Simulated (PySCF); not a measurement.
Compound: C7H8P (charge -1).
SMILES with atom numbers: `[CH2:1]=[CH:2][c:3]1[p-:4][cH:5][cH:6][c:7]1[CH3:8]`

Structure used (GFN2-xTB), in Å, numbered top down from 1:
```
atom  x, y, z in Å
C1     2.8198   -0.6523    0.1183
C2     1.6878    0.0437   -0.0202
C3     0.3540   -0.4708    0.0545
P4    -0.0591   -2.1800    0.2832
C5    -1.7437   -1.7721    0.2291
C6    -1.9693   -0.4181    0.0486
C7    -0.7977    0.3249   -0.0525
C8    -0.7889    1.8148   -0.2463
H9     2.7905   -1.7123    0.3101
H10    3.7959   -0.1929    0.0436
H11    1.7654    1.1136   -0.2103
H12   -2.5269   -2.5127    0.3285
H13   -2.9621    0.0167   -0.0094
H14   -0.2847    2.0949   -1.1756
H15   -0.2765    2.3202    0.5768
H16   -1.8119    2.1914   -0.2896
```

NICS = −σ at a ghost point: NICS(0) at the centroid of the ring atoms, NICS(1) 1 Å to either side along the normal of their mean plane, zz for the tensor component along that normal. Level: GIAO PBE0/pcSseg-1 (PySCF, non-relativistic, gas phase) on the GFN2-xTB geometry, one conformer.

Ring bond lengths (Å), with Mayer bond orders in brackets: C3–P4 1.773 (1.18), P4–C5 1.734 (1.33), C5–C6 1.384 (1.42), C6–C7 1.391 (1.41), C7–C3 1.404 (1.42).

Problem. Give the NICS values of each ring in ppm.

Solution. 
```csv
ring,type,NICS(0),"NICS(1), two faces","NICS(1)zz, two faces",rms pucker (Å),"centre to ring atoms, mean (Å)"
C3–P4–C5–C6–C7,5-membered ring with P; formal bonds all aromatic,-9.9,-9.4 / -9.5,-22.9 / -23.1,0.00,1.30
```

Problem. What can be read from them?

Solution. 
- C3–P4–C5–C6–C7: mean NICS(1)zz -23.0 ppm, shielded.

Problem. What does the geometric index give? Use HOMA with the parameters of Krygowski (1993).

Solution. 
- C3–P4–C5–C6–C7: HOMA 0.82; the largest term is that of C3–P4, α(R − Ropt)² = 0.67.

Problem. Give the inner angles of the rings and the Hirshfeld charges of the ring atoms.

Solution. 
- C3–P4–C5–C6–C7: C3 111.4° (-0.130 e), P4 89.7° (-0.179 e), C5 113.1° (-0.194 e), C6 113.2° (-0.145 e), C7 112.5° (-0.057 e); sum 540.0° against 540° for a flat convex ring.

Problem. How shielded are the nuclei of the rings and their hydrogens (means over atoms taken as equivalent)?

Solution. 
```json
{"atoms": "C3", "environment": "substituted aromatic carbon", "σ isotropic (ppm)": "39.5", "principal values of the symmetric part, first atom (ppm)": "-48.9, 22.3, 145.3"}
{"atoms": "P4", "environment": "phosphorus bonded to 2 C", "σ isotropic (ppm)": "225.1", "principal values of the symmetric part, first atom (ppm)": "98.8, 150.3, 426.2"}
{"atoms": "C5", "environment": "aromatic CH carbon", "σ isotropic (ppm)": "48.8", "principal values of the symmetric part, first atom (ppm)": "-79.7, 66.9, 159.1"}
{"atoms": "C6", "environment": "aromatic CH carbon", "σ isotropic (ppm)": "66.9", "principal values of the symmetric part, first atom (ppm)": "-5.8, 78.9, 127.6"}
{"atoms": "C7", "environment": "substituted aromatic carbon", "σ isotropic (ppm)": "60.3", "principal values of the symmetric part, first atom (ppm)": "-12.5, 45.9, 147.5"}
{"atoms": "H12", "environment": "aromatic hydrogen", "σ isotropic (ppm)": "24.87", "principal values of the symmetric part, first atom (ppm)": "23.4, 24.1, 27.1"}
{"atoms": "H13", "environment": "aromatic hydrogen", "σ isotropic (ppm)": "25.54", "principal values of the symmetric part, first atom (ppm)": "22.8, 25.9, 28.0"}
```
